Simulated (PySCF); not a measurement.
B3LYP has the VWN-RPA correlation part, as in Gaussian. Excitations are Tamm–Dancoff values on a coarser integration grid. The basis has no diffuse functions, so Rydberg states are missing or too high.

# F3Ga, SMILES `[F][Ga]([F])[F]` (charge 0, multiplicity 1)

Calculation: B3LYP-D3(BJ)/def2-TZVP (PySCF).

```json
{
  "HOMO": "-11.46 eV",
  "dipole_moment": "0.001 e·Å",
  "LUMO": "-2.88 eV",
  "HOMO–LUMO gap": "8.58 eV",
  "S1 excitation (TDA)": "7.11 eV",
  "S1 oscillator strength": "0.000",
  "brightest of the four lowest singlets (TDA)": "7.40 eV",
  "T1 excitation (TDA)": "6.74 eV",
  "S1–T1 gap (TDA)": "0.37 eV",
  "total_energy": "-2224.6916 Ha",
  "cost": "around 30 core-seconds (rough)"
}
```

Bond lengths (Å): F1–Ga2 1.734, Ga2–F3 1.734, Ga2–F4 1.734. Angles (°): F1–Ga2–F3 120.0, F1–Ga2–F4 120.0, F3–Ga2–F4 120.0.
Charge 0, spin multiplicity 1.
